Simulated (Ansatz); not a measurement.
Isolated molecules relaxed with PBE0-D4/def2-TZVP in Ansatz; ΔE leaves out vibrations. CCSD(T)/CBS adds triple-zeta CCSD(T) − MP2 to the extrapolated MP2 energy (def2 sets, frozen cores). This one scheme is used for every species. Functionals use def2-TZVPP. B3LYP here is the variant with VWN-RPA as its local correlation; programs differ in this. Each species was taken in one conformer, which may not be the lowest.

`[F][Al]([F])[O][SiH3]` + acetylene → `C#[C][Al]([F])[F]` + silanol  (formal exchange of groups at the Al–O bond)

(1) Is it downhill or uphill in electronic energy at CCSD(T)/CBS, and by how much? (An estimate is asked.)

(2) What do these levels give: LDA (SPW92), PBE0-D4, r2SCAN0-D4, BLYP, PBE0, B3LYP, BHLYP, CCSD(T)/def2-SVP, MP2/def2-TZVPP, SCS-MP2/def2-TZVPP, MP2/def2-QZVPP, CCSD/CBS(def2)? (Best estimate.)

Largest T1 diagnostic among the species: 0.014.

Results:

(1) Computed: Uphill: ΔE = +93.6 kJ/mol.

(2) Ansatz gave: LDA (SPW92) 84.8, PBE0-D4 86.3, r2SCAN0-D4 93.6, BLYP 87.9, PBE0 85.2, B3LYP 92.5, BHLYP 99.2, CCSD(T)/def2-SVP 99.5, MP2/def2-TZVPP 93.9, SCS-MP2/def2-TZVPP 95.7, MP2/def2-QZVPP 94.9, CCSD/CBS(def2) 96.8 kJ/mol.

From PBE to PBE0 (25 % exact exchange), in def2-TZVPP and without D4, ΔE moves by +5.7 kJ/mol. In def2-TZVPP, CCSD(T) changes the Hartree–Fock value by −11.2 kJ/mol (the triples alone add −3.2 kJ/mol) and MP2 by −10.5 kJ/mol. Leaving LDA and LC-ωPBE aside and taking each functional with its dispersion term where it has one, the values, not all of them listed here, spread over 22.3 kJ/mol, from revPBE-D4 to BHLYP-D4. LDA lies +5.3 kJ/mol from PBE without D4.
